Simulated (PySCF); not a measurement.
C5H8NSi (doublet state).
SMILES with atom numbers: `[CH2:1][SiH2:2][n:3]1[cH:4][cH:5][cH:6][cH:7]1` (hydrogens: H8, H9 on C1; H10, H11 on Si2; H12 on C4; H13 on C5; H14 on C6; H15 on C7)

Cartesian coordinates in Å at the GFN2-xTB level; atoms count from 1:
```
atom  x, y, z in Å
C1    -2.5219    0.6392   -0.5755
Si2   -1.5203   -0.8390   -0.1285
N3     0.1467   -0.3246    0.0835
C4     1.0983   -0.2423   -0.8916
C5     2.2519    0.2638   -0.3663
C6     2.0020    0.5097    1.0011
C7     0.7092    0.1406    1.2370
H8    -2.0975    1.6236   -0.6734
H9    -3.5801    0.5836   -0.7589
H10   -1.4752   -1.8628   -1.1806
H11   -1.9020   -1.4454    1.1533
H12    0.8772   -0.5552   -1.8933
H13    3.1721    0.4387   -0.8892
H14    2.6960    0.9073    1.7157
H15    0.1391    0.1709    2.1448
```

The hyperfine couplings belong to this conformer and change with its torsions.

Level of theory: PySCF, UKS B3LYP, pcH-1 on C H N Si, non-relativistic, mean-field spin-orbit, GIAO. Isolated species at its GFN2-xTB geometry (one conformer only). Couplings are sensitive to structure, and on GFN2-xTB geometries they can be far from those on DFT ones. No stability test was run, so a lower SCF solution isn't excluded.

The largest Mulliken spin population is on C1 (+1.04). The angles at C1 add up to 360.0°, so it is planar; its axial dipolar tensor and the negative couplings of its protons fit spin in a p orbital normal to that plane.

Question: McConnell's relation a(H) = Q·ρ ties the coupling of a proton on a planar π carbon to the spin population of that carbon. What Q do the computed values give?

Answer: 
```
 H   C    ρ(C)  a(H) (G)  a/ρ (G)
H8  C1  +1.040    -21.15    -20.3
H9  C1  +1.040    -20.59    -19.8
```

These protons share one ρ (within 0.01), so their mean ratio, Q = -20.1 G, is no test of linearity. In every row coupling and population have opposite signs.

Couplings in gauss use g_iso = 2.0027.

The run took 1.8 min of wall time (with the writing of density and orbital grids) on an Intel Xeon at 2.70 GHz with one thread, no GPU, shared host with 64 logical CPUs at a one-minute load of 58, and the process peaked at 0.96 GiB of memory.
